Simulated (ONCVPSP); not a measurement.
O (Z = 8): one change to an ONCV potential, before and after

```json
{
 "Element": "oxygen",
 "Generator": "ONCVPSP 4.0.1",
 "Type": "optimised norm-conserving Vanderbilt (ONCV)",
 "Functional": "LDA (Perdew-Zunger)",
 "Relativity": "scalar-relativistic",
 "Frozen core": "[He]",
 "Valence charge": "6",
 "Reference configuration": "2s2 2p4",
 "Partial waves": "2s: rc 0.70 bohr, ncon 4, nbas 7, qcut 10.6 1/bohr, 1 projector; 2p: rc 1.25 bohr, ncon 3, nbas 7, qcut 13.2 1/bohr, 3 projectors, debl 1.8 Ha; d scattering state at 0.09 Ha: rc 1.30 bohr, ncon 3, nbas 6, qcut 8.2 1/bohr, 2 projectors, debl 4 Ha",
 "Local potential": "polynomial inside 0.50 bohr (lpopt 1, dvloc0 1 Ha)",
 "Core correction": "Teter function, fcfact 2, rcfact 1.5"
}
```

All-electron outer shells of the reference configuration (LDA (Perdew-Zunger), scalar-relativistic, ld1.x):

```csv
shell,level (eV),outermost node (bohr),outermost maximum (bohr)
1s,-510.89,–,0.13
2s,-23.75,0.28,0.88
2p,-9.20,–,0.82
```

Change: all radii but the core radius scaled by about 1.06 (s 0.74, p 1.34, d 1.38 bohr); local potential polynomial inside 0.54 bohr (lpopt 1, dvloc0 1 Ha).

Cutoffs: the cutoffs (Ha) at which the residual kinetic energy of the hardest occupied pseudo-wave falls to 1 and 0.1 mHa per electron; they do not see the model core or the augmentation charge, which bear on the density cutoff. Errors are all-electron minus pseudo energies relative to the spin-unpolarised reference configuration.

Task: What does the change do?

Result: The potential gets neither clearly harder nor softer (47 Ha and 57 Ha → 43 Ha and 54 Ha); of the 4 tests that both files solve, the error grows in 3 and shrinks in 0 by more than 15 % and 0.3 meV (median size 56.7 → 68.4 meV); neither file shows a bound ghost. More of the atom is replaced by a form fitted at one configuration, so other configurations suffer.

| quantity | base | changed |
| --- | --- | --- |
| cutoff, loose | 47 Ha | 43 Ha |
| cutoff, tight | 57 Ha | 54 Ha |
| loose cutoff by channel | s 42 Ha, p 47 Ha | s 43 Ha, p 43 Ha |
| bound ghosts | none | none |
| GHOST(+) flags under 300 eV | none | none |
| error for 2s2 2p3, meV [ΔE 16.58 eV] | +5.1 | +4.5 |
| error for 2s2 2p2, meV [ΔE 50.29 eV] | +60 | +73 |
| error for 2s2 2p1, meV [ΔE 104.26 eV] | +267 | +335 |
| error for 2s0 2p6, meV [ΔE 29.23 eV] | +54 | +64 |
| rms error of d²Exc/dni dnj with the model core, mHa | 1.58 | 1.62 |
